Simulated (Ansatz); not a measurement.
Consider the substitution at a C–Sn bond: `[SiH3][SnH2][CH2]Cl` + HI → `ClCI` + `[SiH3][SnH3]`.

Gas-phase electronic energies from Ansatz, PBE0-D4/def2-TZVP geometries. CBS: MP2 limit from def2 TZ/QZ plus the TZ coupled-cluster correction, frozen cores. DFT in def2-TZVPP. B3LYP here is the variant with VWN-RPA as its local correlation; programs differ in this. def2 core potentials past Kr. For I, Sn outer-core shells are correlated without core-valence functions, which leaves a few kJ/mol of doubt a bond. Each species was taken in one conformer, which may not be the lowest.

```csv
level,ΔE (kJ/mol),difference from CCSD(T)/CBS
PBE-D4,27.7,-7.3
r2SCAN-D4,30.7,-4.3
PBE0-D4,31.2,-3.8
B3LYP-D4,30.9,-4.1
ωB97X-V,33.4,-1.6
ωB97M-V,34.2,-0.8
B2PLYP,30.2,-4.8
PBE,25.0,-10.0
r2SCAN,29.5,-5.5
PBE0,28.4,-6.6
B3LYP,26.8,-8.2
HF/def2-TZVPP,31.8,-3.2
MP2/def2-TZVPP,35.5,0.5
SCS-MP2/def2-TZVPP,33.3,-1.7
CCSD/def2-TZVPP,36.6,1.6
CCSD(T)/def2-TZVPP,35.9,0.9
HF/def2-QZVPP,31.4,-3.6
MP2/def2-QZVPP,34.9,-0.1
SCS-MP2/def2-QZVPP,32.9,-2.1
HF/CBS(def2),31.4,-3.6
MP2/CBS(def2),34.6,-0.4
CCSD/CBS(def2),35.7,0.7
CCSD(T)/CBS,35.0,0
```

Largest T1 diagnostic among the species: 0.013.

In def2-TZVPP, CCSD(T) changes the Hartree–Fock value by +4.1 kJ/mol (the triples alone add −0.7 kJ/mol) and MP2 by +3.7 kJ/mol. From PBE to PBE0 (25 % exact exchange), in def2-TZVPP and without D4, ΔE moves by +3.4 kJ/mol. The D4 term adds +4.1 kJ/mol with B3LYP and +2.8 kJ/mol with PBE0; it sums over pairs of atoms, weighted by their polarisabilities, and B3LYP, whose exchange is more repulsive, gets the larger term.
